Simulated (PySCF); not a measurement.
scandium atom (Sc), doublet (typed; the unrestricted solution is spin-contaminated). Base run: R2SCAN/def2-SVP in PySCF.

Here is a job for PySCF.
```python
from pyscf import gto, scf, dft

mol = gto.Mole()
mol.atom = '''
    Sc    0.00000000    0.00000000    0.00000000
'''
mol.basis = 'def2-svp'
mol.spin = 1
mol.verbose = 4
mol.build()

mf = dft.UKS(mol)
mf.xc = 'r2scan'
mf.kernel()
mf.analyze()
```

Each row names what was changed in the base input (with any setting that the change needs).

| change | ΔE vs base (mEh) | outcome |
|---|---|---|
| base | 0.000 | converged |
| auxbasis = def2-universal-jfit | -0.030 | converged |
| auxbasis = autoaux | - | not converged |
| auxbasis = def2-svp-ri | - | not converged |
| auxbasis = default (with mf = mf.density_fit()) | -0.030 | converged |
| auxbasis = def2-universal-jkfit | -0.011 | converged |
| auxbasis = even-tempered beta=3.0 | - | not converged |
| auxbasis = even-tempered beta=1.6 | 0.000 | converged |
| auxbasis = cc-pvtz-jkfit | - | input refused |
| auxbasis = cc-pvtz-ri | - | input refused |

A fitting set is made for a task (jfit for Coulomb, jkfit for Coulomb and exchange, ri for correlation) and for a family of orbital bases.

Open shells are given as the SCF converged; they aren't shown to be the lowest states, and a large step between rows can be another state.

- auxbasis = cc-pvtz-jkfit: ended with `pyscf.lib.exceptions.BasisNotFoundError: Basis set not found for Sc in cc-pvtz-jkfit`
- auxbasis = cc-pvtz-ri: ended with `pyscf.lib.exceptions.BasisNotFoundError: Basis set not found for Sc in cc-pvtz-ri`
